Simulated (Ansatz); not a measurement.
Stretching the Si1–S2 bond in SiS (multiplicity 1 held). Energies count from the point at 1.938 Å.


R- and RO- levels are restricted; in cc, def2 and unpolarised 6-31G sets they are followed outwards from rest. Unrestricted levels (U-) break spin symmetry where that is lower. Left out are points that failed, MP2 points in a non-variational dive below the minimum, coupled-cluster points behind a sign of a changed root (a jump of the amplitudes, or a one-step jump against full CI or MRCI), small-basis points behind a change of solution, and semi-empirical points at long bonds. Curves can end on different states.

Cores are frozen in the correlated methods.

The values were computed with Ansatz (Gaussian basis) for Hartree–Fock, density functionals and correlated methods. 

Energies in eV.

```json
[
 {"R (Å)": "1.550", "R-HF/cc-pV(D+d)Z": "4.35", "U-HF/cc-pV(D+d)Z": "4.35", "R-MP2/cc-pV(D+d)Z": "4.74", "U-MP2/cc-pV(D+d)Z": "4.74", "R-CCSDT(Q)/cc-pV(D+d)Z": "4.82"},
 {"R (Å)": "1.744", "R-HF/cc-pV(D+d)Z": "0.69", "U-HF/cc-pV(D+d)Z": "0.69", "R-MP2/cc-pV(D+d)Z": "0.90", "U-MP2/cc-pV(D+d)Z": "0.90", "R-CCSDT(Q)/cc-pV(D+d)Z": "0.95"},
 {"R (Å)": "1.938", "R-HF/cc-pV(D+d)Z": "0.00", "U-HF/cc-pV(D+d)Z": "0.00", "R-MP2/cc-pV(D+d)Z": "0.00", "U-MP2/cc-pV(D+d)Z": "0.00", "R-CCSDT(Q)/cc-pV(D+d)Z": "0.00"},
 {"R (Å)": "2.132", "R-HF/cc-pV(D+d)Z": "0.63", "U-HF/cc-pV(D+d)Z": "0.63", "R-MP2/cc-pV(D+d)Z": "0.39", "U-MP2/cc-pV(D+d)Z": "0.39", "R-CCSDT(Q)/cc-pV(D+d)Z": "0.32"},
 {"R (Å)": "2.326", "R-HF/cc-pV(D+d)Z": "1.79", "U-HF/cc-pV(D+d)Z": "1.48", "R-MP2/cc-pV(D+d)Z": "1.30", "U-MP2/cc-pV(D+d)Z": "2.23", "R-CCSDT(Q)/cc-pV(D+d)Z": "1.11"},
 {"R (Å)": "2.616", "R-HF/cc-pV(D+d)Z": "3.71", "U-HF/cc-pV(D+d)Z": "2.49", "R-MP2/cc-pV(D+d)Z": "3.02", "U-MP2/cc-pV(D+d)Z": "3.57", "R-CCSDT(Q)/cc-pV(D+d)Z": "2.30"},
 {"R (Å)": "2.907", "R-HF/cc-pV(D+d)Z": "5.30", "U-HF/cc-pV(D+d)Z": "3.22", "R-MP2/cc-pV(D+d)Z": "5.33", "U-MP2/cc-pV(D+d)Z": "4.70", "R-CCSDT(Q)/cc-pV(D+d)Z": "0.99"},
 {"R (Å)": "3.392", "R-HF/cc-pV(D+d)Z": "6.66", "U-HF/cc-pV(D+d)Z": "3.60", "R-MP2/cc-pV(D+d)Z": "7.63", "U-MP2/cc-pV(D+d)Z": "5.56", "R-CCSDT(Q)/cc-pV(D+d)Z": "7.26"},
 {"R (Å)": "3.876", "R-HF/cc-pV(D+d)Z": "7.25", "U-HF/cc-pV(D+d)Z": "3.69", "R-MP2/cc-pV(D+d)Z": "8.46", "U-MP2/cc-pV(D+d)Z": "5.70", "R-CCSDT(Q)/cc-pV(D+d)Z": "7.71"},
 {"R (Å)": "4.457", "R-HF/cc-pV(D+d)Z": "7.57", "U-HF/cc-pV(D+d)Z": "3.74", "R-MP2/cc-pV(D+d)Z": "8.92", "U-MP2/cc-pV(D+d)Z": "5.77", "R-CCSDT(Q)/cc-pV(D+d)Z": "7.94"},
 {"R (Å)": "5.233", "R-HF/cc-pV(D+d)Z": "7.72", "U-HF/cc-pV(D+d)Z": "3.77", "R-MP2/cc-pV(D+d)Z": "9.13", "U-MP2/cc-pV(D+d)Z": "5.81", "R-CCSDT(Q)/cc-pV(D+d)Z": "8.01"},
 {"R (Å)": "6.202", "R-HF/cc-pV(D+d)Z": "7.77", "U-HF/cc-pV(D+d)Z": "3.78", "R-MP2/cc-pV(D+d)Z": "9.18", "U-MP2/cc-pV(D+d)Z": "5.82", "R-CCSDT(Q)/cc-pV(D+d)Z": "8.02"},
 {"R (Å)": "7.752", "R-HF/cc-pV(D+d)Z": "7.78", "U-HF/cc-pV(D+d)Z": "3.79", "R-MP2/cc-pV(D+d)Z": "9.20", "U-MP2/cc-pV(D+d)Z": "5.83", "R-CCSDT(Q)/cc-pV(D+d)Z": "left out"}
]
```

Doubts at one or more of the structures used: a restricted determinant that unrestricted orbitals would lower (R-HF/cc-pV(D+d)Z, R-MP2/cc-pV(D+d)Z, R-CCSDT(Q)/cc-pV(D+d)Z); a spin-contaminated determinant (U-HF/cc-pV(D+d)Z, U-MP2/cc-pV(D+d)Z); T1 above 0.05 (R-CCSDT(Q)/cc-pV(D+d)Z).

Ansatz is a program for electronic structure.
